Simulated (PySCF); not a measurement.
A structure optimised at PBE-D3(BJ)/def2-SVPD, used in a PySCF frequency run:

```
In
F 1 2.0848
F 1 2.0848 2 107.81
F 1 2.0848 2 107.81 3 -116.15
```
Charge -1, spin multiplicity 2.

**Question.** Write its SMILES, formula and point group.

**Answer.** [F][In-]([F])[F], F3In, C3v

**Question.** What are its rotational constants (standard atomic weights)?

**Answer.** 3.9101, 3.9101, 2.3434 GHz
